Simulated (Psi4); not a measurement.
hydrogen bromide (HBr), singlet, at a GFN2-xTB geometry; HF/aug-cc-pVTZ in Psi4 1.11.

Here is a job for Psi4.
```
memory 2 GB

molecule {
0 1
Br   -0.00000000   -0.00000000   -0.03893315
H     0.00000000    0.00000000    1.36266026
}

set {
  basis aug-cc-pvtz
}

energy('scf')
print_variables()
```

It wrote (shortened):

```
   => Loading Basis Set <=

    Name: AUG-CC-PVTZ
    Role: ORBITAL
    Keyword: BASIS

         ---------------------------------------------------------
                                   SCF
               by Justin Turney, Rob Parrish, Andy Simmonett
                          and Daniel G. A. Smith
                              RHF Reference
         ---------------------------------------------------------

  ==> Geometry <==

    Molecular point group: c2v
    Full point group: C_inf_v

    Geometry (in Angstrom), charge = 0, multiplicity = 1:

       Center              X                  Y                   Z               Mass
    ------------   -----------------  -----------------  -----------------  -----------------
         BR           0.000000000000     0.000000000000    -0.017673323441    78.918337600000
         H            0.000000000000     0.000000000000     1.383920086559     1.007825032230

  Running in c2v symmetry.

  Rotational constants: A = ************  B =      8.62340  C =      8.62340 [cm^-1]
  Rotational constants: A = ************  B = 258522.88781  C = 258522.88781 [MHz]
  Nuclear repulsion =   13.214390308420471

  Charge       = 0
  Multiplicity = 1
  Electrons    = 36
  Nalpha       = 18
  Nbeta        = 18

  ==> Algorithm <==

  SCF Algorithm Type is DF.
  DIIS enabled.
  MOM disabled.
  Fractional occupation disabled.
  Guess Type is SAD.
  Energy threshold   = 1.00e-06
  Density threshold  = 1.00e-06
  Integral threshold = 1.00e-12

  ==> Primary Basis <==

  Basis Set: AUG-CC-PVTZ
    Blend: AUG-CC-PVTZ
    Number of shells: 28
    Number of basis functions: 82
    Number of Cartesian functions: 94
    Spherical Harmonics?: true
    Max angular momentum: 3

   => Loading Basis Set <=

    Name: (AUG-CC-PVTZ AUX)
    Role: JKFIT
    Keyword: DF_BASIS_SCF

  ==> Integral Setup <==

  SCF_SUBTYPE=INCORE selected. In-core MEM_DF algorithm will be used.
  Using in-core AOs.

  ==> MemDFJK: Density-Fitted J/K Matrices <==

    J tasked:                   Yes
    K tasked:                   Yes
    wK tasked:                   No
    Algorithm:                 Core
    Schwarz Cutoff:           1E-12
    Mask sparsity (%):       0.0000
    Fitting Condition:        1E-10

   => Auxiliary Basis Set <=

  Basis Set: (AUG-CC-PVTZ AUX)
    Blend: AUG-CC-PVTZ-JKFIT
    Number of shells: 72
    Number of basis functions: 294
    Number of Cartesian functions: 384
    Spherical Harmonics?: true
    Max angular momentum: 4

  Minimum eigenvalue in the overlap matrix is 3.2912820529E-04.
  Reciprocal condition number of the overlap matrix is 6.7195858270E-05.
    Using symmetric orthogonalization.

  ==> Pre-Iterations <==

  SCF Guess: Superposition of Atomic Densities via on-the-fly atomic UHF (no occupation information).

   -------------------------
    Irrep   Nso     Nmo
   -------------------------
     A1        36      36
     A2         8       8
     B1        19      19
     B2        19      19
   -------------------------
    Total      82      82
   -------------------------

  ==> Iterations <==

                           Total Energy        Delta E     RMS |[F,P]|

   @DF-RHF iter SAD: -2571.24792218187940   -2.57125e+03   0.00000e+00
   @DF-RHF iter   1: -2572.86030150168835   -1.61238e+00   2.12396e-02 ADIIS/DIIS
   @DF-RHF iter   2: -2573.01013006114954   -1.49829e-01   1.02884e-02 ADIIS/DIIS
   @DF-RHF iter   3: -2573.04833394570142   -3.82039e-02   5.60829e-04 ADIIS/DIIS
   @DF-RHF iter   4: -2573.04877152017662   -4.37574e-04   1.16977e-04 ADIIS/DIIS
   @DF-RHF iter   5: -2573.04882078167293   -4.92615e-05   2.69410e-05 DIIS
   @DF-RHF iter   6: -2573.04882287601731   -2.09434e-06   6.43817e-06 DIIS
   @DF-RHF iter   7: -2573.04882297187669   -9.58594e-08   1.13340e-06 DIIS
   @DF-RHF iter   8: -2573.04882297554650   -3.66981e-09   1.36484e-07 DIIS
  Energy and wave function converged.

  ==> Post-Iterations <==

    Orbital Energies [Eh]
    ---------------------

    Doubly Occupied:

       1A1  -490.036486     2A1   -65.176837     3A1   -58.532002
       1B1   -58.530769     1B2   -58.530769     4A1    -9.850358
       5A1    -7.462113     2B1    -7.455230     2B2    -7.455230
       6A1    -3.205839     3B1    -3.201810     3B2    -3.201810
       1A2    -3.193594     7A1    -3.193594     8A1    -1.036406
       9A1    -0.584960     4B2    -0.435341     4B1    -0.435341

    Virtual:

      10A1     0.028072    11A1     0.086351     5B2     0.096442
       5B1     0.096442    12A1     0.130272    13A1     0.154314
       6B2     0.227928     6B1     0.227928     2A2     0.273338
      14A1     0.273338    15A1     0.311147     7B2     0.369664
       7B1     0.369664    16A1     0.405715    17A1     0.487328
       8B2     0.510132     8B1     0.510132    18A1     0.528901
       9B2     0.714601     9B1     0.714601     3A2     0.756267
      19A1     0.756267     4A2     0.836999    20A1     0.836999
      21A1     0.862611    10B2     0.929046    10B1     0.929046
      11B1     0.954736    11B2     0.954736    22A1     1.030777
      23A1     1.080891    12B2     1.108154    12B1     1.108154
       5A2     1.147067    24A1     1.147067    25A1     1.405798
      13B1     1.604270    13B2     1.604270    26A1     1.677625
      14B2     2.193856    14B1     2.193856    15B1     2.241928
      15B2     2.241928    27A1     2.263106    28A1     2.280821
       6A2     2.280821    16B2     2.300561    16B1     2.300561
       7A2     2.307550    29A1     2.307550    17B2     2.423468
      17B1     2.423468    30A1     2.521202    31A1     2.582406
      32A1     3.190619    33A1     3.862759     8A2     3.862759
      18B2     4.213085    18B1     4.213085    19B2     4.384028
      19B1     4.384028    34A1     4.483776    35A1     4.746488
      36A1     6.169251

    Final Occupation by Irrep:
             A1    A2    B1    B2
    DOCC [     9,    1,    4,    4 ]
    NA   [     9,    1,    4,    4 ]
    NB   [     9,    1,    4,    4 ]

  @DF-RHF Final Energy: -2573.04882297554650

   => Energetics <=

    Nuclear Repulsion Energy =             13.2143903084204712
    One-Electron Energy =               -3609.4894398217033995
    Two-Electron Energy =                1023.2262265377361246
    Total Energy =                      -2573.0488229755464999

Computation Completed

Properties will be evaluated at   0.000000,   0.000000,   0.000000 [a0]

Properties computed using the SCF density matrix

 Multipole Moments:

 ------------------------------------------------------------------------------------
     Multipole            Electronic (a.u.)      Nuclear  (a.u.)        Total (a.u.)
 ------------------------------------------------------------------------------------

 L = 1.  Multiply by 2.5417464519 to convert [e a0] to [Debye]
 Dipole X            :          0.0000000            0.0000000            0.0000000
 Dipole Y            :          0.0000000            0.0000000            0.0000000
 Dipole Z            :         -1.0752060            1.4463090            0.3711030
 Magnitude           :                                                    0.3711030

 ------------------------------------------------------------------------------------

  Variable Map:
  ----------------------------------------------------------------------------
  "CURRENT ENERGY"           =>   -2573.048822975546
  "CURRENT REFERENCE ENERGY" =>   -2573.048822975546
  "DD SOLVATION ENERGY"      =>       0.000000000000
  "HF KINETIC ENERGY"        =>    2573.064359612281
  "HF POTENTIAL ENERGY"      =>   -5146.113182587827
  "HF TOTAL ENERGY"          =>   -2573.048822975546
  "HF VIRIAL RATIO"          =>       1.999993961816
  "NUCLEAR REPULSION ENERGY" =>      13.214390308420
  "ONE-ELECTRON ENERGY"      =>   -3609.489439821703
  "PCM POLARIZATION ENERGY"  =>       0.000000000000
  "PE ENERGY"                =>       0.000000000000
  "SCF ITERATION ENERGY"     =>   -2573.048822975546
  "SCF ITERATIONS"           =>       8.000000000000
  "SCF TOTAL ENERGY"         =>   -2573.048822975546
  "TWO-ELECTRON ENERGY"      =>    1023.226226537736

  Array Variable Map:
  ----------------------------------------------------------------------------
  "CURRENT DIPOLE"           =>       0.000000000000 ... 0.371102984627 1 by 3
  "SCF DIPOLE"               =>       0.000000000000 ... 0.371102984627 1 by 3
  "SCF TOTAL ENERGIES"       =>   -2571.247922181879 ... -2573.048822975546 1 by 9
```
